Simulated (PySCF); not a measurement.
Species: sum formula H3SiO (charge -1, singlet). SMILES of the parent species: [SiH3][O]
Geometry from a B3LYP-D3(BJ)/def2-TZVP (Ansatz) optimisation:
```
Si
O 1 1.5643
H 1 1.5288 2 117.27
H 1 1.5288 3 100.67 2 -128.43
H 1 1.5288 3 100.67 4 -103.14
```
Charge -1, spin multiplicity 1.

Dispersion corrections to the total energy (kcal/mol) from the dftd3 and dftd4 libraries through PySCF: D3(BJ) without and D4 with the three-body term, each with the damping fitted for the functional named.

| functional | D3(BJ) | D4 |
|---|---|---|
| BHLYP | -1.90 | ? |
| PBE0 | ? | -1.61 |
| B2PLYP | -1.10 | ? |
| PW6B95 | -0.64 | -1.82 |
| revPBE | -3.48 | -6.78 |
| HF | -13.48 | -7.77 |
| BLYP | -2.92 | -4.49 |

Fill in the missing entries.


- BHLYP, D4: -2.24
- PBE0, D3(BJ): -1.12
- B2PLYP, D4: -1.35
